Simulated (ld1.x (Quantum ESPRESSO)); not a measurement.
## Ranking TM potentials for tellurium (Te)

All share these settings but for the change named:

* Element: tellurium (Te)
* Generator: ld1.x (Quantum ESPRESSO) 7.5
* Type: norm-conserving Troullier–Martins (Kleinman–Bylander form)
* Functional: PW91
* Relativity: fully relativistic
* Frozen core: [Kr]
* Valence charge: 16
* Reference configuration: 4d10 5s2 5p3 (charge +1)
* Partial waves: 5p (bound): rc 2.35 bohr; 4d (bound): rc 1.35 bohr; 5s (bound): rc 1.90 bohr
* Local potential: the s channel
* Core correction: Bessel-smoothed model core inside 0.85 bohr

Open shells are filled in proportion to 2j + 1 (rel_dist='average').

Test errors are all-electron minus pseudo excitation energies from the reference, over 4d10 5s2 5p4; 4d10 5s2 5p2; 4d10 5s2 5p1; 4d10 5s1 5p5; 4d9 5s2 5p4; 4d10 5s2 5p0; 4d10 5s2 5p4.3. None of these files shows a bound ghost.

The base gives 487.8 meV.

Of 7 variants that were run, those that failed, showed a ghost or another fault, or gave nearly equal values are left out.

A variant can come out equal or close to the base, since the largest error may sit in a test that the change hardly touches while other tests move.

Question: Rank these variants by their largest absolute test error, smallest first.
A. all radii but the core radius scaled by about 1.28 (s 2.42, p 3.00, d 1.72 bohr)
B. all radii but the core radius scaled by about 1.36 (s 2.58, p 3.18, d 1.84 bohr)
C. all radii but the core radius scaled by about 1.18 (s 2.24, p 2.76, d 1.58 bohr)
D. all radii but the core radius scaled by about 0.93 (s 1.76, p 2.18, d 1.24 bohr)
E. all radii but the core radius scaled by about 1.09 (s 2.08, p 2.56, d 1.48 bohr)

Answer: B (104.3 meV), A (207.6 meV), C (336.3 meV), E (415.8 meV), D (509.7 meV).
